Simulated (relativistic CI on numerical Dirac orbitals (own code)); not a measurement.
Computed by Dirac-Coulomb-Breit CI, separate exchange-only KLI orbitals for each configuration, model QED (radiative potential, 1s self-energy scaled to tabulated hydrogen-like ionisation energies), unscaled Slater integrals (own radial code, finite nucleus).

Configuration list (outside the closed core [Kr] 4d10): 4f14 5s2 5p2, 4f14 5s 5p3, 4f14 5s2 5p 5d, 4f13 5s2 5p3, 4f14 5s 5p2 5d, 4f14 5s2 5p 5f, 4f14 5s2 5p 5g, 4f14 5s 5p2 5f, 4f14 5s2 5p 6s, 4f13 5s2 5p2 5d, 4f14 5p3 5d, 4f14 5s 5p 5d2, 4f14 5s2 5p 6p, 4f14 5s 5p2 5g, 4f14 5s2 5d 5f, 4f14 5p3 6s, 4f14 5s 5p2 6s, 4f14 5s2 5p 6d, 4f13 5s2 5p2 6s, 4f14 5s 5p 5d 6s, 4f14 5p4, 4f13 5p5, 4f14 5s2 5d2, 4f14 5s 5d3, 4f14 5p2 5d2, 4f14 5p 5d3, 4f13 5p3 5d2, 4f14 5p 5d2 5f, 4f14 5p 5d2 5g, 4f14 5s2 5f2, 4f14 5s 5d 5f2, 4f14 5s2 5d 6s, 4f14 5s 5d2 6s, 4f14 5s2 5g2, 4f14 5s 5d 5g2, 4f14 5p2 5f2, 4f14 5p 5d 5f2, 4f13 5p3 5f2, 4f14 5p 5f3, 4f14 5p 5f2 5g, 4f14 5p3 5f, 4f13 5p4 5f, 4f14 5s2 6s2, 4f14 5s 5d 6s2. Double excitations out of closed p, d and f shells are left out; levels of such configurations are missing from the list, as are those of other unlisted configurations, and high levels can miss mixing partners. Some configurations lack a partner that the ground configuration has and come out too high, among them 4f13 5s2 5p2 5d, 4f13 5s2 5p2 6s, 4f14 5s 5p2 5f, 4f14 5s 5p2 5g, 4f14 5s2 5p 6s.

At this charge transitions that keep the count of f electrons are usually good to a few per cent. Levels that differ in their count of f electrons can be misplaced by several ten thousand cm⁻¹, since the correlation energy of f electrons is missing or only estimated; rates across such gaps can be off by orders of magnitude.

Outline of the computed level scheme of Hg XVII. Lowest level of each configuration: 4f14 5s2 5p2 3P_0 at 0.000 eV; 4f14 5s 5p3 5S°_2 at 62.575 eV; 4f13 5s2 5p3 3G_5 at 69.856 eV; 4f14 5s2 5p 5d 3F°_2 at 86.845 eV.

Some strong electric-dipole decays among the lowest 45 levels: 4f14 5s 5p3 3D°_1 → 4f14 5s2 5p2 3P_0 (1.5e+11 s⁻¹); 4f14 5s 5p3 3P°_1 → 4f14 5s2 5p2 3P_0 (1.5e+11 s⁻¹); 4f14 5s2 5p 5d 3P°_2 → 4f14 5s2 5p2 3P_1 (1.3e+11 s⁻¹); 4f14 5s 5p3 3P°_1 → 4f14 5s2 5p2 3P_0 (1.1e+11 s⁻¹); 4f14 5s2 5p 5d 3P°_2 → 4f14 5s2 5p2 1D_2 (1.0e+11 s⁻¹); 4f14 5s 5p3 3D°_1 → 4f14 5s2 5p2 3P_1 (9.6e+10 s⁻¹); 4f14 5s2 5p 5d 3F°_3 → 4f14 5s2 5p2 1D_2 (9.2e+10 s⁻¹); 4f14 5s 5p3 3P°_1 → 4f14 5s2 5p2 1D_2 (6.9e+10 s⁻¹).

LS names give the leading component of a level, which can be under half, so a name can repeat, a term be missing and a line seem to break the LS rules.
